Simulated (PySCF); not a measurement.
A calculation to check before its numbers are used.

A core-ionisation job on C4H3BF2S, SMILES `FB(F)c1ccsc1`. Computed with PySCF, delta-SCF UKS SCAN, def2-TZVP on the ionised atom, pcseg-1 elsewhere, spin-free X2C.

Driver input (Å, PBE0-D3(BJ)/def2-SVP geometry):

```
{"job": {"kind": "xps", "basis": "def2-TZVP"}, "charge": 0, "multiplicity": 1}
F      2.8295     1.0333     0.0764
B      2.0507    -0.0368     0.1174
F      2.6499    -1.2063     0.2655
C      0.5198     0.0813    -0.0019
C     -0.4168    -1.0031     0.0269
C     -1.7140    -0.5918    -0.1011
S     -1.8192     1.1193    -0.2586
C     -0.1254     1.2932    -0.1538
H     -0.1285    -2.0491     0.1396
H     -2.6189    -1.1982    -0.1117
H      0.3317     2.2811    -0.2064
```

Output:

```
ground state, core basis on atom 0 (F), 148 functions
  cycle   1  E = -778.04370497  |g| = 7.44e-01
  cycle   2  E = -777.85249217  |g| = 1.26e+00
  cycle   3  E = -778.13858670  |g| = 1.31e-01
  cycle   4  E = -778.14299415  |g| = 6.78e-02
  cycle   5  E = -778.14424734  |g| = 2.23e-02
  cycle   6  E = -778.14435453  |g| = 5.86e-03
  cycle   7  E = -778.14436175  |g| = 2.02e-03
  cycle   8  E = -778.14436201  |g| = 1.10e-03
  cycle   9  E = -778.14436263  |g| = 1.85e-04
  E(ground) = -778.16013590 Eh
hole in F 1s of atom 0
  cycle   1  E = -751.77803489  |g| = 2.46e+00
  cycle   2  E = -751.60112903  |g| = 1.89e+00
  cycle   3  E = -752.43990543  |g| = 5.81e-01
  cycle   4  E = -752.44531494  |g| = 5.48e-01
  cycle   5  E = -752.62468500  |g| = 1.39e-01
  cycle   6  E = -752.63370064  |g| = 6.49e-02
  cycle   7  E = -752.63570414  |g| = 1.71e-02
  cycle   8  E = -752.63584625  |g| = 7.36e-03
  cycle   9  E = -752.63587288  |g| = 3.04e-03
  cycle  10  E = -752.63587876  |g| = 8.34e-04
  cycle  11  E = -752.63587925  |g| = 3.41e-04
  E(ion) = -752.65976000 Eh   <S^2> = 0.7558   hole on atom = 1.000   binding energy = 693.901 eV
ground state, core basis on atom 1 (B), 148 functions
  cycle   1  E = -778.10811780  |g| = 1.06e-01
  cycle   2  E = -778.10469739  |g| = 1.81e-01
  cycle   3  E = -778.10976623  |g| = 1.33e-02
  cycle   4  E = -778.10979711  |g| = 7.56e-03
  cycle   5  E = -778.10981062  |g| = 2.17e-03
  cycle   6  E = -778.10981203  |g| = 6.75e-04
  cycle   7  E = -778.10981435  |g| = 2.10e-04
  E(ground) = -778.12423051 Eh
hole in B 1s of atom 1
  cycle   1  E = -770.40565652  |g| = 1.15e+00
  cycle   2  E = -768.71696968  |g| = 1.85e+00
  cycle   3  E = -770.51640431  |g| = 6.38e-01
  cycle   4  E = -770.75266313  |g| = 2.64e-01
  cycle   5  E = -770.77469012  |g| = 1.71e-01
  ... (9 cycles left out)
  cycle  15  E = -770.79106565  |g| = 1.41e-03
  cycle  16  E = -770.79107957  |g| = 8.79e-04
  cycle  17  E = -770.79108116  |g| = 7.77e-04
  cycle  18  E = -770.79108142  |g| = 6.38e-04
  cycle  19  E = -770.79108265  |g| = 3.37e-04
  E(ion) = -770.80972567 Eh   <S^2> = 0.8890   hole on atom = 1.000   binding energy = 199.038 eV
ground state, core basis on atom 3 (C), 148 functions
  cycle   1  E = -778.10799473  |g| = 3.38e-02
  cycle   2  E = -778.10769008  |g| = 5.27e-02
  cycle   3  E = -778.10817251  |g| = 7.80e-03
  cycle   4  E = -778.10817905  |g| = 5.33e-03
  cycle   5  E = -778.10818790  |g| = 6.43e-04
  cycle   6  E = -778.10818995  |g| = 3.93e-04
  E(ground) = -778.12250646 Eh
hole in C 1s of atom 3
  cycle   1  E = -766.85304508  |g| = 1.49e+00
  cycle   2  E = -765.59366268  |g| = 2.01e+00
  cycle   3  E = -767.11031730  |g| = 7.24e-01
  cycle   4  E = -767.28871367  |g| = 4.67e-01
  cycle   5  E = -767.40768375  |g| = 1.46e-01
  ... (4 cycles left out)
  cycle  10  E = -767.41919707  |g| = 3.10e-03
  cycle  11  E = -767.41922372  |g| = 2.02e-03
  cycle  12  E = -767.41924086  |g| = 1.40e-03
  cycle  13  E = -767.41924481  |g| = 9.71e-04
  cycle  14  E = -767.41924660  |g| = 2.81e-04
  E(ion) = -767.43314998 Eh   <S^2> = 0.7840   hole on atom = 1.000   binding energy = 290.872 eV
ground state, core basis on atom 4 (C), 148 functions
  cycle   1  E = -778.10790155  |g| = 2.56e-02
  cycle   2  E = -778.10758816  |g| = 4.29e-02
  cycle   3  E = -778.10805164  |g| = 6.92e-03
  cycle   4  E = -778.10806275  |g| = 4.68e-03
  cycle   5  E = -778.10806798  |g| = 9.58e-04
  cycle   6  E = -778.10806495  |g| = 3.76e-04
  E(ground) = -778.12233658 Eh
hole in C 1s of atom 4
  cycle   1  E = -766.84089111  |g| = 1.48e+00
  cycle   2  E = -765.67158961  |g| = 1.95e+00
  cycle   3  E = -767.11035968  |g| = 6.98e-01
  cycle   4  E = -767.27960003  |g| = 4.57e-01
  cycle   5  E = -767.40095066  |g| = 1.21e-01
  ... (4 cycles left out)
  cycle  10  E = -767.40888974  |g| = 3.55e-03
  cycle  11  E = -767.40892485  |g| = 2.39e-03
  cycle  12  E = -767.40894311  |g| = 1.50e-03
  cycle  13  E = -767.40894701  |g| = 1.01e-03
  cycle  14  E = -767.40894827  |g| = 4.23e-04
  E(ion) = -767.42284541 Eh   <S^2> = 0.7926   hole on atom = 1.000   binding energy = 291.148 eV
ground state, core basis on atom 5 (C), 148 functions
  cycle   1  E = -778.10849381  |g| = 2.65e-02
  cycle   2  E = -778.10809519  |g| = 4.70e-02
  cycle   3  E = -778.10865568  |g| = 8.43e-03
  cycle   4  E = -778.10867403  |g| = 3.97e-03
  cycle   5  E = -778.10867854  |g| = 9.88e-04
  cycle   6  E = -778.10867965  |g| = 4.77e-04
  E(ground) = -778.12293883 Eh
hole in C 1s of atom 5
  cycle   1  E = -766.82025702  |g| = 1.48e+00
  cycle   2  E = -765.47513321  |g| = 2.03e+00
  cycle   3  E = -767.10425340  |g| = 7.18e-01
  cycle   4  E = -767.27946659  |g| = 4.36e-01
  cycle   5  E = -767.38642642  |g| = 1.44e-01
  ... (5 cycles left out)
  cycle  11  E = -767.39725654  |g| = 3.00e-03
  cycle  12  E = -767.39729188  |g| = 1.97e-03
  cycle  13  E = -767.39730168  |g| = 1.24e-03
  cycle  14  E = -767.39730355  |g| = 5.10e-04
  cycle  15  E = -767.39730359  |g| = 3.23e-04
  E(ion) = -767.41201251 Eh   <S^2> = 0.8033   hole on atom = 1.000   binding energy = 291.459 eV
ground state, core basis on atom 6 (S), 150 functions
  cycle   1  E = -778.12754792  |g| = 4.77e-02
  cycle   2  E = -778.12663111  |g| = 7.32e-02
  cycle   3  E = -778.12807949  |g| = 1.03e-02
  cycle   4  E = -778.12809637  |g| = 3.79e-03
  cycle   5  E = -778.12810002  |g| = 2.13e-03
  cycle   6  E = -778.12810297  |g| = 4.01e-04
  E(ground) = -778.12855303 Eh
hole in S 1s of atom 6
  cycle   1  E = -685.82198203  |g| = 3.45e+00
  cycle   2  E = -683.96753048  |g| = 2.67e+00
  cycle   3  E = -681.51206898  |g| = 2.83e+00
  cycle   4  E = -686.83143162  |g| = 3.98e-01
  cycle   5  E = -686.71304934  |g| = 6.28e-01
  ... (2 cycles left out)
  cycle   8  E = -686.90236319  |g| = 1.96e-02
  cycle   9  E = -686.90253729  |g| = 5.18e-03
  cycle  10  E = -686.90255122  |g| = 1.55e-03
  cycle  11  E = -686.90255114  |g| = 8.45e-04
  cycle  12  E = -686.90255174  |g| = 2.39e-04
  E(ion) = -686.89786598 Eh   <S^2> = 0.7514   hole on atom = 1.000   binding energy = 2482.513 eV
hole in S 2p of atom 6
  cycle   1  E = -771.38800208  |g| = 1.46e+00
  cycle   2  E = -769.69141232  |g| = 2.10e+00
  cycle   3  E = -771.29385647  |g| = 9.29e-01
  cycle   4  E = -771.75453466  |g| = 3.51e-01
  cycle   5  E = -771.80459956  |g| = 2.02e-01
  ... (2 cycles left out)
  cycle   8  E = -771.82235022  |g| = 9.88e-03
  cycle   9  E = -771.82239395  |g| = 3.43e-03
  cycle  10  E = -771.82239748  |g| = 2.10e-03
  cycle  11  E = -771.82240060  |g| = 5.54e-04
  cycle  12  E = -771.82240163  |g| = 4.48e-04
  E(ion) = -771.83082817 Eh   <S^2> = 0.7540   hole on atom = 1.001   binding energy = 171.370 eV
  2p3/2 = 170.841 eV   2p1/2 = 172.051 eV
ground state, core basis on atom 7 (C), 148 functions
  cycle   1  E = -778.10836455  |g| = 3.69e-02
  cycle   2  E = -778.10755267  |g| = 6.44e-02
  cycle   3  E = -778.10868479  |g| = 1.05e-02
  cycle   4  E = -778.10870821  |g| = 5.86e-03
  cycle   5  E = -778.10871443  |g| = 1.24e-03
  cycle   6  E = -778.10871608  |g| = 3.88e-04
  E(ground) = -778.12284158 Eh
hole in C 1s of atom 7
  cycle   1  E = -766.81247008  |g| = 1.48e+00
  cycle   2  E = -765.40495114  |g| = 2.07e+00
  cycle   3  E = -767.09503372  |g| = 7.26e-01
  cycle   4  E = -767.25861580  |g| = 4.66e-01
  cycle   5  E = -767.38487024  |g| = 1.38e-01
  ... (5 cycles left out)
  cycle  11  E = -767.39494333  |g| = 3.11e-03
  cycle  12  E = -767.39498847  |g| = 1.97e-03
  cycle  13  E = -767.39500585  |g| = 1.23e-03
  cycle  14  E = -767.39500685  |g| = 8.36e-04
  cycle  15  E = -767.39500759  |g| = 3.57e-04
  E(ion) = -767.40895266 Eh   <S^2> = 0.8087   hole on atom = 1.000   binding energy = 291.540 eV
```

The program numbers atoms from 0. E(ground) and E(ion) are re-evaluated on a finer grid than the cycles, so they differ from the last cycles; that is no fault. The 2p3/2 and 2p1/2 values come from a spin–orbit splitting computed afterwards; their 2:1 mean is the average over the three 2p orbitals and can differ from the one hole solved. For S2p on atom 6 the hole solved lies over 0.1 eV from the shell's mean, so the printed split holds more than spin–orbit coupling.

Task: Do all binding energies of this run deserve the same trust?

Result: No. Every hole passed the driver's convergence checks (|g| < 5e-4, core orbital emptied to over 0.9), but ⟨S²⟩ is 0.889 for B1s on atom 1, against 0.75 for a pure doublet, so the unrestricted ion state holds higher spin components.

Task: What would you do next?

Result: Recompute such holes with a restricted open-shell or spin-projected scheme and compare; until then these binding energies are doubtful.
